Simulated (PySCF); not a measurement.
Geometry:
```tsv
atom	x (Å)	y (Å)	z (Å)
O1	2.904	-0.304	-0.170
C2	1.692	-0.176	-0.100
C3	0.848	-1.376	-0.086
C4	-0.488	-1.532	-0.018
C5	-1.497	-0.532	0.065
F6	-2.747	-1.030	0.119
C7	-1.387	0.816	0.098
C8	-0.177	1.555	0.052
F9	-0.387	2.888	0.101
C10	1.111	1.161	-0.030
H11	1.449	-2.276	-0.144
H12	-0.884	-2.541	-0.025
H13	-2.295	1.401	0.166
H14	1.856	1.947	-0.050
```

PySCF calculation with GIAO PBE0/pcSseg-1 shieldings and geometry from GFN2-xTB; no solvent, relativity neglected, one conformer.

Scale: $^{13}$C (σ = 186.93 ppm) against TMS (reference shieldings calculated alike).

Do the $^{13}$C shifts follow the atomic charges (in e)? Tabulate both.

Answers


| atoms | hybridisation | δ (ppm) | σ para (ppm) | Hirshfeld | IAO | Mulliken | ESP-fitted |
| --- | --- | --- | --- | --- | --- | --- | --- |
| C2 | sp2 | 182.9 | -243 | +0.12 | +0.33 | +0.30 | +0.73 |
| C8 | sp2 | 175.1 | -243 | +0.11 | +0.32 | +0.40 | +0.44 |
| C5 | sp2 | 174.9 | -242 | +0.11 | +0.32 | +0.37 | +0.35 |
| C3 | sp2 | 156.1 | -225 | -0.02 | -0.14 | -0.13 | -0.32 |
| C10 | sp2 | 133.4 | -201 | -0.07 | -0.23 | -0.22 | -0.52 |
| C4 | sp2 | 132.7 | -203 | -0.04 | -0.17 | -0.13 | -0.16 |
| C7 | sp2 | 118.8 | -188 | -0.07 | -0.22 | -0.21 | -0.40 |

Correlation coefficients of δ with charge over these carbons: Hirshfeld +0.96, IAO +0.93, Mulliken +0.91, ESP-fitted +0.89; with the paramagnetic shielding -0.99. With so few points these coefficients are fragile. Charge is one influence among several: hybridisation and low-lying excitations act through the paramagnetic term.

Shifts are as computed. Against solution values, carbons near 30 ppm lie about +3 ppm off and those near 130 ppm about +5 ppm. Of 1211 compounds with measured shifts, 218 miss one by over three times the rms of a fit or turn the order of signals round; such compounds aren't used in these exercises.
